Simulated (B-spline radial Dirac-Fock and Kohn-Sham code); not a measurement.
## Binding energies of Bi⁴²⁺ at several levels of theory

System: the Bi⁴²⁺ ion, configuration 1s2 2s2 2p6 3s2 3p6 3d10 4s2 4p6 4d5.

The density-functional columns are spherical, spin-unpolarised Dirac-Kohn-Sham results without Breit or QED terms: −ε is minus the orbital energy of the initial state and ΔSCF the difference of two total energies. The reference in the last column comes from multi-electron Dirac-Fock with separately optimised hole states, Breit and Lamb-shift corrections added in first order. All numbers are from a radial B-spline solver, in eV; a selection of levels is shown. The Kohn-Sham columns are given as differences from the reference. For the 1s level of heavy atoms much of the gap between ΔSCF and the reference is the Breit and QED part, -516.8 eV here; for other levels the error of the functional can be larger.

```csv
level,LDA −ε − DF,LDA ΔSCF − DF,Dirac-Fock
K,-179.4,+505.9,92493.6
L1,-203.8,-50.8,18367.6
L2,-145.5,+44.4,17686.2
L3,-169.3,-8.2,15392.7
M1,-120.7,-58.0,5927.9
M2,-99.1,-32.9,5627.5
M3,-97.5,-36.7,5095.7
M4,-71.1,-1.5,4615.1
M5,-73.1,-5.3,4504.0
N1,-52.8,-19.9,2632.9
N2,-37.0,-3.7,2494.9
N3,-38.1,-6.9,2330.5
"N4,5",-28.5,+3.3,2105.2
```

Values without a named source are computed, but for edge energies of neutral atoms, which are taken from tables.
